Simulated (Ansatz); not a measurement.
Coupled-cluster diagnostics for [CuCl2]- (CuCl2⁻), Ansatz.

Geometry of the singlet (B3LYP-D4/def2-TZVPD):

```xyz
3

Cu    0.000    0.000    0.000
Cl    0.383    2.114   -0.193
Cl   -0.383   -2.114    0.193
```

Correlated methods freeze 19 core orbitals.

Q: Estimate the CCSD(T) correlation energy, the shares of MP2 and (T), T1 and the reference's ⟨S²⟩ for: charge -1, singlet, own geometry in def2-TZVPPD; charge 0, doublet, vertical in def2-TZVPPD; and the rough time on 4 threads of Arm Neoverse V2 on a shared host.

A: 
```csv
state,basis,correlation (eV),MP2 share (%),(T) share (%),T1,⟨S²⟩ (pure),wall time
"charge -1, singlet, own geometry",def2-TZVPPD,-24.887,100.4,4.3,0.023,0.00 (0.00),5.5 s
"charge 0, doublet, vertical",def2-TZVPPD,-22.197,95.1,3.7,0.031,0.76 (0.75),19 s
```
Customary marks for T1 are 0.02 (closed shells), 0.045 (open shells) and about 0.05 (3d metals). T1 exceeds 0.02 in 2 of 2 rows and 0.045 in 0; the higher it lies, the less the single-reference result can be trusted.
